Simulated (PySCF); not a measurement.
**Potential energy of GaGe⁺ along the bond**

Set-up: PySCF, no relativity, basis sets Ga pcseg-1, Ge pcseg-1. Energies in eV from Ga⁺ + Ge in their ground configurations at the same level. State: ³Π (triplet), unpaired electrons σ ↑, π ↑.

All columns are PBE0. A positive dipole points towards Ge; it is taken about the centre of mass and depends on that origin.

```
R (Å)  E (eV)  μ (D)  Mulliken charge on Ga (basis-dependent)  HOMO (eV)  LUMO (eV)  Mayer bond order  ⟨S²⟩
2.497  -0.791  -0.77                                     0.63     -11.52      -9.63              0.98  2.01
2.614  -0.929  -0.96                                     0.64     -11.38      -9.42              0.89  2.01
2.730  -1.000  -1.18                                     0.65     -11.19      -9.22              0.81  2.01
2.817  -1.023  -1.37                                     0.65     -11.06      -9.08              0.76  2.01
2.904  -1.028  -1.57                                     0.66     -10.93      -8.95              0.71  2.01
2.991  -1.020  -1.78                                     0.66     -10.82      -8.83              0.67  2.01
3.107  -0.996  -2.08                                     0.67     -10.67      -8.67              0.62  2.01
3.252  -0.951  -2.46                                     0.68     -10.50      -8.49              0.57  2.01
3.427  -0.887  -2.93                                     0.69     -10.31      -8.29              0.52  2.00
```

A fit through these points gives, at Re = 2.891 Å, μ = -1.54 D and dμ/dR = -2.36 D/Å; the reduced mass is 35.67 u.

Q: How strong is the fundamental in the double-harmonic approximation, I = 42.26·(dμ/dR)²/μred km/mol?

A: I = 42.26·(-2.36)²/35.67 = 6.60 km/mol at PBE0.

Spin–orbit coupling is left out. For an ion De counts to the pair picked by the measured ionisation energies or electron affinities, which need not be the lowest pair at this level. The state was picked by a PBE0 search and need not be the measured ground state.
